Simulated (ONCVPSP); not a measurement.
## Re (Z = 75): one change to an ONCV potential, before and after

rhenium (Re), optimised norm-conserving Vanderbilt (ONCV), made with ONCVPSP 4.0.1 (PBE, scalar-relativistic). Core [Kr] 4d10 4f14, reference 5s2 5p6 5d5 6s1.5 (charge +0.5). Waves: 5s+6s: rc 1.65 bohr, ncon 3, nbas 7, qcut 6 1/bohr, 2 projectors; 5p: rc 1.65 bohr, ncon 4, nbas 8, qcut 7.5 1/bohr, 3 projectors, debl 1.5 Ha; 5d: rc 1.85 bohr, ncon 4, nbas 8, qcut 5.5 1/bohr, 2 projectors, debl 3 Ha. Local part: polynomial inside 1.35 bohr (lpopt 1, dvloc0 1 Ha). Core correction: Teter function, fcfact 4.75, rcfact 1.45.

In the p channel the program set the typed energies aside and used -1.866, 0.250, 1.750 Ha.

Change: fully relativistic; d: rc 1.65, qcut 6.2. In the p channel the program set the typed energies aside and used -1.753, 0.250, 1.750 Ha (j = l + 1/2; the other j can differ).

Cutoffs: the cutoffs (Ha) at which the residual kinetic energy of the hardest occupied pseudo-wave falls to 1 and 0.1 mHa per electron; they do not see the model core or the augmentation charge, which bear on the density cutoff. Errors are all-electron minus pseudo energies relative to the spin-unpolarised reference configuration.

Predict the effect on cutoff, ghosts and configuration errors.

The potential gets neither clearly harder nor softer (19 Ha and 35 Ha → 20 Ha and 25 Ha); of the 4 tests that both files solve, the error grows in 0 and shrinks in 4 by more than 15 % and 0.3 meV (median size 7.6 → 3.0 meV); neither file shows a bound ghost.

| quantity | base | changed |
| --- | --- | --- |
| cutoff, loose | 19 Ha | 20 Ha |
| cutoff, tight | 35 Ha | 25 Ha |
| loose cutoff by channel | s 14 Ha, p 19 Ha, d 14 Ha | s 14 Ha, p 20 Ha, d 16 Ha |
| bound ghosts | none | none |
| GHOST(+) flags under 300 eV | none | none |
| error for 5s2 5p6 5d5 6s2, meV [ΔE -3.78 eV] | +0.9 | -0.6 |
| error for 5s2 5p6 5d5 6s1, meV [ΔE 5.47 eV] | -2.3 | -0.4 |
| error for 5s2 5p6 5d5 6s0, meV [ΔE 21.79 → 21.80 eV] | -13 | -5.5 |
| error for 5s2 5p6 5d3 6s0, meV [ΔE 88.28 → 88.25 eV] | -48 | -32 |
| s: phases at 1.68 bohr within 0.05 rad from the reference energy up to (Ha; the scan ends near 5) | to the end of the scan | to the end of the scan |
| rms error of d²Exc/dni dnj with the model core, mHa | 1.54 | 2.54 |
